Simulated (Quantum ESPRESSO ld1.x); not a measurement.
The numbers below are computed, except where a source is named.
Ar3+, configuration [Ne] 3s2 3p3. Level of theory: scalar-relativistic Kohn-Sham, B86b exchange with PBE correlation, spin-unpolarised, spherical densities, point nucleus (ld1.x of Quantum ESPRESSO 7.5).

Radial electron density D(r) = 4 pi r^2 rho(r):

| r (bohr) | D(r) (e/bohr) |
|---|---|
| 0.006356 | 1.623 |
| 0.00808 | 2.454 |
| 0.01019 | 3.603 |
| 0.01285 | 5.187 |
| 0.01634 | 7.365 |
| 0.0206 | 10.01 |
| 0.02619 | 13.19 |
| 0.03303 | 16.39 |
| 0.04199 | 19.22 |
| 0.05295 | 20.79 |
| 0.06732 | 20.60 |
| 0.08489 | 18.68 |
| 0.1079 | 15.97 |
| 0.1361 | 14.46 |
| 0.173 | 15.50 |
| 0.2182 | 18.53 |
| 0.2752 | 20.92 |
| 0.3498 | 19.69 |
| 0.4411 | 14.55 |
| 0.5608 | 8.234 |
| 0.7072 | 4.657 |
| 0.8991 | 4.200 |
| 1.134 | 4.589 |
| 1.441 | 3.736 |
| 1.818 | 2.019 |
| 2.311 | 0.6603 |
| 2.914 | 0.1323 |
| 3.705 | 0.01293 |
| 4.672 | 0.0006191 |

D(r) has 3 maxima, at r = 0.0583, 0.291, 1.12 bohr, and minima at 0.141, 0.830 bohr, inside which lie 2.16, 10.42 electrons.
